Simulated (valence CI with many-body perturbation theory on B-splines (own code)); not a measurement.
The numbers below are computed, except where a source is named.
Level structure of Tm LIV

Method: relativistic CI+MBPT: six valence electrons over a frozen Dirac-Fock core [Ne], radial functions for each j: 9 s, 9 p, 8 d, 6 f, 3 g, 1 h, with the one-electron correlation potential Σ1, the two-electron term Σ2, the three-electron term Σ3, Breit, model QED; selected CI, second order for the rest, scaled by the run's own slope (own B-spline code, finite nucleus).

No measured spectrum was set against this ion. As an estimate, large intervals hold to a few tenths of a per cent, small ones and those within an open d or f shell to about a per cent. Among the levels kept, up to 990 cm⁻¹ of a level comes from second order outside the variational space, and about a tenth of that is noise between levels of different J, which matters for small intervals.

Levels 1 to 38 of 38, with energies above the lowest level, (3s^2 3p1/2^2 3p3/2^2) J=2. "Leading %" is the weight of the configuration and term that name the level; weights of strongly mixed levels are sums over their largest components and can fall short, and the name can then belong to a minority configuration. In the jj column 3d3/2^4 stands for four electrons in 3d with j = 3/2.

| No. | Configuration | Term | J | E (eV) | Leading % | g | Second component | Leading jj |
| --- | --- | --- | --- | --- | --- | --- | --- | --- |
| 1 | 3s²3p⁴ | ³P | 2 | 0.00 | 68 | 1.335 | 31 % 3s²3p⁴ ¹D | 3s^2 3p1/2^2 3p3/2^2 (99 %) |
| 2 | 3s²3p⁴ | ¹S | 0 | 17.99 | 63 |  | 36 % 3s²3p⁴ ³P | 3s^2 3p1/2^2 3p3/2^2 (99 %) |
| 3 | 3s²3p³3d | ³D° | 2 | 214.31 | 31 | 1.044 | 20 % 3s²3p³3d ³F° | 3s^2 3p1/2^2 3p3/2 3d3/2 (98 %) |
| 4 | 3s²3p³3d | ³D° | 1 | 221.73 | 31 | 1.118 | 27 % 3s²3p³3d ³P° | 3s^2 3p1/2^2 3p3/2 3d3/2 (98 %) |
| 5 | 3s²3p³3d | ³P° | 0 | 222.16 | 60 |  | 28 % 3s²3p³3d ⁵D° | 3s^2 3p1/2^2 3p3/2 3d3/2 (99 %) |
| 6 | 3s²3p³3d | ³F° | 3 | 222.43 | 28 | 1.098 | 20 % 3s²3p³3d ³G° | 3s^2 3p1/2^2 3p3/2 3d3/2 (96 %) |
| 7 | 3s²3p⁴ | ³P | 1 | 247.34 | 99 | 1.491 |  | 3s^2 3p1/2 3p3/2^3 (99 %) |
| 8 | 3s²3p⁴ | ¹D | 2 | 256.28 | 68 | 1.143 | 30 % 3s²3p⁴ ³P | 3s^2 3p1/2 3p3/2^3 (99 %) |
| 9 | 3s²3p³3d | ³F° | 4 | 276.00 | 49 | 1.255 | 27 % 3s²3p³3d ⁵D° | 3s^2 3p1/2^2 3p3/2 3d5/2 (99 %) |
| 10 | 3s²3p³3d | ³D° | 2 | 280.96 | 32 | 1.246 | 23 % 3s²3p³3d ³P° | 3s^2 3p1/2^2 3p3/2 3d5/2 (96 %) |
| 11 | 3s²3p³3d | ³D° | 3 | 299.24 | 40 | 1.193 | 18 % 3s²3p³3d ¹F° | 3s^2 3p1/2^2 3p3/2 3d5/2 (94 %) |
| 12 | 3s²3p³3d | ³D° | 1 | 309.22 | 36 | 1.046 | 30 % 3s²3p³3d ³P° | 3s^2 3p1/2^2 3p3/2 3d5/2 (97 %) |
| 13 | 3s3p⁵ | ³P° | 2 | 412.66 | 84 | 1.469 | 7 % 3s²3p³3d ³P° | 3s 3p1/2^2 3p3/2^3 (84 %) |
| 14 | 3s3p⁵ | ¹P° | 1 | 432.02 | 37 | 1.186 | 27 % 3s3p⁵ ³P° | 3s 3p1/2^2 3p3/2^3 (64 %) |
| 15 | 3s²3p²3d² | ³F | 2 | 437.51 | 39 | 0.746 | 24 % 3s²3p²3d² ⁵G | 3s^2 3p1/2^2 3d3/2^2 (98 %) |
| 16 | 3s²3p³3d | ³F° | 2 | 453.07 | 44 | 1.026 | 29 % 3s²3p³3d ⁵D° | 3s^2 3p1/2 3p3/2^2 3d3/2 (98 %) |
| 17 | 3s²3p³3d | ⁵D° | 0 | 454.22 | 52 |  | 26 % 3s²3p³3d ¹S° | 3s^2 3p1/2 3p3/2^2 3d3/2 (97 %) |
| 18 | 3s²3p³3d | ³D° | 1 | 455.07 | 47 | 0.975 | 34 % 3s²3p³3d ⁵D° | 3s^2 3p1/2 3p3/2^2 3d3/2 (89 %) |
| 19 | 3s²3p²3d² | ³P | 0 | 459.02 | 57 |  | 29 % 3s²3p²3d² ⁵D | 3s^2 3p1/2^2 3d3/2^2 (96 %) |
| 20 | 3s²3p³3d | ³G° | 3 | 460.41 | 32 | 1.078 | 30 % 3s²3p³3d ³F° | 3s^2 3p1/2 3p3/2^2 3d3/2 (96 %) |
| 21 | 3s²3p³3d | ³G° | 4 | 468.36 | 50 | 1.046 | 36 % 3s²3p³3d ¹G° | 3s^2 3p1/2 3p3/2^2 3d3/2 (99 %) |
| 22 | 3s²3p³3d | ³F° | 2 | 480.05 | 63 | 0.824 | 23 % 3s²3p³3d ¹D° | 3s^2 3p1/2 3p3/2^2 3d3/2 (96 %) |
| 23 | 3s²3p³3d | ³D° | 3 | 493.19 | 44 | 1.192 | 22 % 3s²3p³3d ¹F° | 3s^2 3p1/2 3p3/2^2 3d3/2 (94 %) |
| 24 | 3s²3p³3d | ³P° | 2 | 499.05 | 30 | 1.251 | 26 % 3s²3p³3d ³D° | 3s^2 3p1/2 3p3/2^2 3d3/2 (88 %) |
| 25 | 3s²3p²3d² | ³F | 3 | 502.19 | 31 | 1.077 | 24 % 3s²3p²3d² ⁵G | 3s^2 3p1/2^2 3d3/2 3d5/2 (96 %) |
| 26 | 3s²3p³3d | ³S° | 1 | 503.35 | 40 | 1.502 | 23 % 3s²3p³3d ³P° | 3s^2 3p1/2 3p3/2^2 3d3/2 (83 %) |
| 27 | 3s²3p⁴ | ³P | 0 | 510.37 | 62 |  | 36 % 3s²3p⁴ ¹S | 3s^2 3p3/2^4 (98 %) |
| 28 | 3s²3p³3d | ³D° | 3 | 510.96 | 52 | 1.294 | 24 % 3s²3p³3d ⁵D° | 3s^2 3p1/2 3p3/2^2 3d5/2 (97 %) |
| 29 | 3s²3p³3d | ⁵D° | 4 | 511.37 | 52 | 1.292 | 22 % 3s²3p³3d ³G° | 3s^2 3p1/2 3p3/2^2 3d5/2 (99 %) |
| 30 | 3s²3p²3d² | ³P | 2 | 512.37 | 23 | 1.183 | 9 % 3s²3p²3d² ⁵P | 3s^2 3p1/2^2 3d3/2 3d5/2 (96 %) |
| 31 | 3s²3p³3d | ³D° | 1 | 515.72 | 38 | 0.905 | 31 % 3s²3p³3d ¹P° | 3s^2 3p1/2 3p3/2^2 3d3/2 (84 %) |
| 32 | 3s²3p²3d² | ³P | 1 | 516.25 | 35 | 1.523 | 34 % 3s²3p²3d² ⁵D | 3s^2 3p1/2^2 3d3/2 3d5/2 (96 %) |
| 33 | 3s²3p²3d² | ³F | 4 | 517.23 | 25 | 1.076 | 20 % 3s²3p²3d² ¹G | 3s^2 3p1/2^2 3d3/2 3d5/2 (95 %) |
| 34 | 3s²3p³3d | ³F° | 4 | 522.79 | 71 | 1.176 | 26 % 3s²3p³3d ¹G° | 3s^2 3p1/2 3p3/2^2 3d5/2 (99 %) |
| 35 | 3s²3p³3d | ³D° | 1 | 524.91 | 41 | 0.937 | 25 % 3s²3p³3d ¹P° | 3s^2 3p1/2 3p3/2^2 3d5/2 (92 %) |
| 36 | 3s²3p³3d | ³G° | 5 | 525.83 | 99 | 1.189 |  | 3s^2 3p1/2 3p3/2^2 3d5/2 (99 %) |
| 37 | 3s²3p³3d | ¹S° | 0 | 526.74 | 50 |  | 46 % 3s²3p³3d ³P° | 3s^2 3p1/2 3p3/2^2 3d5/2 (95 %) |
| 38 | 3s²3p³3d | ³D° | 2 | 542.41 | 47 | 1.269 | 36 % 3s²3p³3d ³P° | 3s^2 3p1/2 3p3/2^2 3d5/2 (98 %) |

The ionisation energy to 3s²3p³ ²P°3/2 of the next ion comes out as 5046.5 eV (NIST: 5044 ± 5 eV (theoretical)). All 38 levels together are meant to be complete up to 546.90 eV.
